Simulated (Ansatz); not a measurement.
Reactions of `[CH3][Zr]([OH])([Cl])[Cl]`.

Computed with Ansatz on PBE0-D4/def2-TZVP structures; ΔE is electronic, products minus reactants. CCSD(T)/CBS is the MP2 limit (def2-TZVPP, def2-QZVPP) plus CCSD(T) − MP2 in def2-TZVPP, frozen cores. This one scheme is used for every species. Functionals use def2-TZVPP. Elements past krypton have def2 core potentials. For Br, I, In, Zr outer-core shells are correlated without core-valence functions, which leaves a few kJ/mol of doubt a bond. Scalar relativity is left out up to krypton. One conformer a species, not always the lowest.

```csv
reaction,CCSD(T)/CBS(def2) (eV)
`[CH3][Zr]([OH])([Cl])[Cl]` + `[NH2][In]([F])[Br]` → `[NH2][Zr]([OH])([Cl])[Cl]` + `[CH3][In]([F])[Br]`,-1.00
`[CH3][Zr]([OH])([Cl])[Cl]` + HCl → `[CH3][Zr]([Cl])([Cl])[Cl]` + H₂O,-0.28
`[CH3][Zr]([OH])([Cl])[Cl]` + `O[SiH3]` → `[CH3][Zr]([OH])([Cl])[O][SiH3]` + HCl,?
`[CH3][Zr]([OH])([Cl])[Cl]` + CH₄ → `[CH3][Zr]([CH3])([Cl])[Cl]` + H₂O,1.95
`[CH3][Zr]([OH])([Cl])[Cl]` + `OB(O)CI` → `[OH][Zr]([Cl])([Cl])[I]` + `CCB(O)O`,-1.99
```

(1) Fill in the missing values. (An estimate is asked.)

Largest T1 diagnostic: 0.016, for `[NH2][Zr]([OH])([Cl])[Cl]`.

Results:

(1) Computed: `[CH3][Zr]([OH])([Cl])[Cl]` + `O[SiH3]` → `[CH3][Zr]([OH])([Cl])[O][SiH3]` + HCl: +0.04 eV.
